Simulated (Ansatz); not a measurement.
Reactions of Cl₂H₂O₂Zr (`[OH][Zr]([OH])([Cl])[Cl]`).

Calculated with Ansatz (gas phase, PBE0-D4/def2-TZVP geometries, no zero-point term in ΔE). CCSD(T)/CBS adds triple-zeta CCSD(T) − MP2 to the extrapolated MP2 energy (def2 sets, frozen cores). This one scheme is used for every species. Elements past krypton have def2 core potentials. For Ga, I, Zr outer-core shells are correlated without core-valence functions, which leaves a few kJ/mol of doubt a bond. Scalar relativity is left out up to krypton. One conformer a species, not always the lowest.

Order these by ΔE at CCSD(T)/CBS, lowest first. (Best estimate.)
A. `[OH][Zr]([OH])([Cl])[Cl]` + `C[O][Ga]([NH2])[Cl]` → `[NH2][Zr]([OH])([Cl])[Cl]` + `C[O][Ga]([OH])[Cl]`
B. `[OH][Zr]([OH])([Cl])[Cl]` + `[SiH3]OCI` → `[OH][Zr]([Cl])([Cl])[I]` + `OCO[SiH3]`
C. `[OH][Zr]([OH])([Cl])[Cl]` + `OB(S)S` → `[OH][Zr]([OH])([SH])[Cl]` + `OB(S)Cl`
D. `[OH][Zr]([OH])([Cl])[Cl]` + acetylene → `C#[C][Zr]([OH])([OH])[Cl]` + HCl

B (+3.1 kJ/mol), C (+43.0 kJ/mol), A (+53.3 kJ/mol), D (+133.7 kJ/mol).

Largest T1 diagnostic: 0.017, for `[OH][Zr]([OH])([SH])[Cl]`.
